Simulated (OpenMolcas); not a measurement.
Co3+ (d6) in a complex was computed by CASSCF with the d shell active (OpenMolcas, ANO-RCC-VTZP on the metal). Its lowest spin-free states, and all those of the highest spin:

```tsv
2S+1	Degeneracy	E (cm-1)
5	3	0.0
5	2	5974
3	3	17758
3	3	20654
3	3	22639
3	3	25171
1	1	25631
3	2	27017
3	3	27301
1	3	28405
3	3	31350
3	2	31501
```

Is the site octahedral, tetrahedral or cube-like, axial, or of lower symmetry?

The states with 2S+1 = 5 have orbital degeneracies 3, 2. Threefold states need a cubic site. For d6 at this spin an octahedron puts the threefold T2 below the twofold E and a tetrahedron or cube puts the twofold E below the threefold T2, so the site is octahedral. The first gap at this spin, 5970 cm-1, is |10Dq| in ligand-field theory. The run had Co3+ with 6 ligands (chloride) in octahedral coordination (Oh) at 2.45 Å. A charge of +0.5 e stands 2.4 Å behind each ligand. Ligand basis ANO-RCC-VDZP.

An orbital triplet at a regular site is open to Jahn-Teller coupling, which can distort the site and quench the lowest spin-orbit gaps and is left out. Without dynamic correlation the repulsion within the d shell is too large (B by tens of per cent), so at a given field states of lower spin stand too high. CASSCF with metal d orbitals alone favours high spin, so a ground state of lower spin is not ruled out. Ligand-to-metal charge-transfer states are missing. With no ligand orbital active B as a rule stays too high, so bands that hang on it stand too high and its fall with covalency is understated. With metal d orbitals alone and no dynamic correlation the field as a rule comes out too small, by tens of per cent, by up to half for chloride and softer ligands, and with too little covalency χT stands high. The distance lies 3 % over the 2.37 Å that this model takes as the normal distance (a Shannon-type radius plus a fixed donor radius); by an R⁻⁵ law this alone changes a d-shell field by about -15 %. No measured value stands beside these numbers; the geometry is a model, was not optimised and need not be the one that this ion takes.
